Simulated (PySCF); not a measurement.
# Germanium: a sound run and one with changed settings

Sound run: Ge [Ar] 3d10 4s2 4p2, Ge⁺ [Ar] 3d10 4s2 4p1. Computed with PySCF 2.14 in x2c-TZVPall, with the spin-free X2C one-electron Hamiltonian (Gaussian nucleus). In the sound run the correlated levels freeze [Ar] 3d10. The sound run starts from symmetry-adapted Hartree-Fock orbitals and uses a fine grid where one is needed.

A second run was set up differently.

```csv
species,method,sound run (hartree),changed run (hartree),converged
Ge,MP2,-2097.09748,-2097.05296,yes
Ge,CCSD(T),-2097.11368,-2097.05498,yes
```

Ionisation energy of Ge:

```csv
method,sound run (eV),changed run (eV)
UHF,7.414,7.414
MP2,7.758,7.543
SCS-MP2,7.684,7.457
CCSD,7.788,7.598
CCSD(T),7.814,7.598
CCSDT,n/a,7.598
FCI,n/a,7.598
```

Task: What was changed?
A. too few SCF iterations
B. all electrons correlated in a valence basis
C. basis contracted for another Hamiltonian
D. a valence shell is frozen

Result: D. Freezing a valence shell removes pair correlation that changes on ionisation.
